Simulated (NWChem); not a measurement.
## Basis-set convergence for H4SSi2

```xyz
7

Si    -0.6113    -0.9542     0.0000
S     -1.2382     1.1038     0.0000
H     -2.5926     0.8929     0.0000
Si     1.7262    -0.3200     0.0000
H      2.0229     1.1600     0.0000
H      2.3855    -0.9373    -1.2112
H      2.3855    -0.9373     1.2112
```
Charge 0, spin multiplicity 1.

Everything below was run with NWChem. All single points use one geometry, from PBE/def2-SVP, a minimum by its harmonic frequencies. It is one conformer; others weren't searched.

Quantity: first vertical ionisation energy at the level G0W0@PBE0.

GW and range-separated runs recompute their integrals, the others keep them in memory, which bears on the times. The structure started from a generated list of species.

Costs are rough ratios of processor time within this set of runs, SCF included, with def2-SVP as 1.

```tsv
basis	functions	first vertical ionisation energy (eV)	relative cost
def2-SVP	74	…	1
def2-SVPD	107	…	under 3
def2-TZVP	135	…	6
def2-TZVPP	182	8.38	9
```

Question: What belongs in the gaps?

Answer: 
- def2-SVP, first vertical ionisation energy (eV): 8.03
- def2-SVPD, first vertical ionisation energy (eV): 8.05
- def2-TZVP, first vertical ionisation energy (eV): 8.32
